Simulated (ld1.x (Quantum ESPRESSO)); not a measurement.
## Transferability test, PAW potential for oxygen (O)

ld1.x (Quantum ESPRESSO) 7.5 input, shortened:

```
&input
   title='O', zed=8., rel=1, dft='PZ', iswitch=3,
   config='[He] 2s2 2p4 3d-2'
 /
 &inputp
   pseudotype=3, lpaw=.true., tm=.true., lloc=2,
   nlcc=.true., new_core_ps=.true., rcore=0.55,
   which_augfun='BESSEL', rmatch_augfun=0.60
 /
5
2S  1  0   2.00   0.00  0.75  1.05  0.0
2S  1  0   0.00  -0.60  0.75  1.05  0.0
2P  2  1   4.00   0.00  1.15  1.55  0.0
2P  2  1   0.00   0.40  1.15  1.55  0.0
3D  3  2  -2.00   0.30  1.65  1.65  0.0
 &test
   configts(1)='2s2 2p4'
 /
```

Energies are relative to the spin-unpolarised reference configuration 2s2 2p4; without spin polarisation the order of configurations can differ from experiment. Spin-polarised rows fill each open shell by Hund’s rule, majority spin first. Not all tests gave a result: test run stopped at test 9 of 9 (negative rho). The frozen-core shift is the all-electron ΔE with the core orbitals held at their reference shape minus the fully relaxed ΔE.

Question: Give the all-electron excitation energy and the error of the potential for: 2s2 2p3; 2s2 2p2; 2s2 2p1; 2s1 2p4; 2s2 2p4.3; 2s1 2p5; 2s0 2p6; 2s2 2p4 (spin-polarised).

Answer:

```tsv
valence configuration	charge	ΔE all-electron (eV)	error AE − PS (meV)	frozen-core shift (meV)
2s2 2p3	+1	16.584	-1.0	+0.1
2s2 2p2	+2	50.292	-5.9	+1.3
2s2 2p1	+3	104.255	-21	+7.3
2s1 2p4	+1	31.422	-2.4	+0.7
2s2 2p4.3	-0.3	-2.174	+0.2	0.0
2s1 2p5	0	14.584	+2.3	+0.5
2s0 2p6	0	29.228	+7.9	+2.0
2s2 2p4 (spin-polarised)	0	-1.409	-0.5	+1.5
```

Levels in the configuration 2s2 2p4.3:

| level | all-electron (eV) | pseudo (eV) |
| --- | --- | --- |
| 2s | -19.785 | -19.785 |
| 2p | -5.364 | -5.364 |
